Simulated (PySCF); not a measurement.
Species: C2H9BN2OSi.
SMILES with atom numbers: `[SiH3:1][O:2][B:3]1[NH:4][CH2:5][CH2:6][NH:7]1`

Structure used (PBE0-D3(BJ)/def2-SVP), in Å, numbered top down from 1:
```xyz
16
C2H9BN2OSi angstrom
Si     2.9961   -0.2364    0.2014
O      1.5887    0.1396    0.9904
B      0.2546    0.1124    0.6701
N     -0.3327   -0.1790   -0.5996
C     -1.7684   -0.2900   -0.4361
C     -2.0458    0.4941    0.8580
N     -0.7988    0.3922    1.5862
H      2.7535   -0.4430   -1.2619
H      3.9656    0.8815    0.3806
H      3.5760   -1.4866    0.7737
H      0.1059   -0.6672   -1.3667
H     -2.0892   -1.3444   -0.3146
H     -2.3336    0.1265   -1.2868
H     -2.9045    0.0705    1.4058
H     -2.2997    1.5461    0.6157
H     -0.6971    0.8817    2.4628
```

NICS is the negative of the GIAO shielding at a point without a nucleus: at the ring centre (0) and 1 Å above and below it (1); zz is the component along the ring normal. Level: GIAO KT2/pcSseg-1 (PySCF, non-relativistic, gas phase) on the PBE0-D3(BJ)/def2-SVP geometry, one conformer.

Ring bond lengths (Å): B3–N4 1.429, N4–C5 1.449, C5–C6 1.538, C6–N7 1.448, N7–B3 1.424.

Give the NICS values of each ring in ppm.

```csv
ring,type,NICS(0),"NICS(1), two faces","NICS(1)zz, two faces",rms pucker (Å),"centre to ring atoms, mean (Å)"
B3–N4–C5–C6–N7,5-membered ring with B and 2 N; formal bonds all single,-6.6,-2.0 / -2.0,-2.2 / -2.2,0.12,1.23
```

What can be read from them?

- B3–N4–C5–C6–N7: mean NICS(1)zz -2.2 ppm, near zero. C5, C6 have four or more neighbours; no verdict on aromaticity is drawn.

Give the inner angles of the rings.

- B3–N4–C5–C6–N7: B3 107.9°, N4 108.8°, C5 103.6°, C6 103.4°, N7 109.1°; sum 532.8° against 540° for a flat convex ring.

How do the values depend on the level or the medium?

```
                              level  NICS(0), B3–N4–C5–C6–N7  mean NICS(1)zz, B3–N4–C5–C6–N7
                  KT2/pcSseg-1, gas                     -6.6                            -2.2
                 PBE0/pcSseg-1, gas                     -6.7                            -2.2
     PBE0/pcSseg-1, IEF-PCM acetone                     -6.6                            -2.3
PBE0/pcSseg-1, IEF-PCM acetonitrile                     -6.6                            -2.3
```

The geometry is the same throughout; the continuum's cavity takes Bondi-type radii × 1.2.

Time: 85 s; peak memory 0.73 GiB. Hardware: one thread of an Intel Xeon at 2.50 GHz, on a shared host. This is the whole shielding run at KT2/pcSseg-1, SCF included.
